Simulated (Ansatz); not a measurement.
Born–Oppenheimer molecular dynamics of C$_{2}$H$_{9}$AlFN (14 atoms, charge 0, multiplicity 1). It starts at the highest image of a converged band, a first-order saddle point between two minima.

Theory: RKS CAM-B3LYP-D4/cc-pVDZ (Ansatz).

- ensemble: NVE (velocity Verlet)
- time step: 0.5 fs
- steps asked: 200
- starting velocities drawn for: 300 K
- seed: 11889

First frame:

```xyz
14
Properties=species:S:1:pos:R:3
Al -0.677 0.191 -0.061
N 0.462 1.229 -1.201
C -1.084 -1.656 -0.500
F -1.866 1.217 0.590
H 0.993 0.918 0.002
C 1.020 0.349 1.296
H 0.902 0.862 -2.044
H 0.253 2.219 -1.341
H -0.216 -2.184 -0.927
H -1.410 -2.219 0.389
H -1.902 -1.713 -1.238
H 1.862 -0.356 1.219
H 1.360 1.260 1.814
H 0.302 -0.117 2.001
```

(1) How far do the bonds stretch over the last three quarters of this one trajectory? (Pairs bonded in most of those frames.)

Results:

(1) 
```csv
bond,mean (Å),spread (Å),shortest,longest
Al1–C3,1.984,0.056,1.88,2.07
Al1–F4,1.717,0.034,1.66,1.77
Al1–C6,1.981,0.109,1.78,2.15
N2–H5,1.032,0.052,0.95,1.11
N2–H7,1.024,0.019,0.98,1.06
N2–H8,1.024,0.017,0.98,1.06
C3–H9,1.104,0.003,1.10,1.11
C3–H10,1.104,0.005,1.09,1.11
C3–H11,1.104,0.002,1.10,1.11
C6–H12,1.114,0.034,1.05,1.17
C6–H13,1.109,0.033,1.06,1.17
C6–H14,1.105,0.016,1.08,1.14
```

Pairs bonded in part of these frames only: Al1–N2 23 %.

Mean temperature of the second half: 513 K. The conserved energy stayed within 0.23 meV per atom of its start (net change 0.098 meV per atom), so the integration is sound. The kinetic energy rose, since the run started high on the potential surface and went downhill. It ends in pieces (C2H6AlF + H3N), so much of that is their flight and rotation, not heat. A run of 0.1 ps of so small a system gives no equilibrium averages. The orbitals stay closed-shell, which can raise the energy where a bond breaks towards radicals; this wasn't checked here.

Time of the run: 12 min on 4 threads of Arm Neoverse N1, on a shared host, peak memory 0.35 GiB.
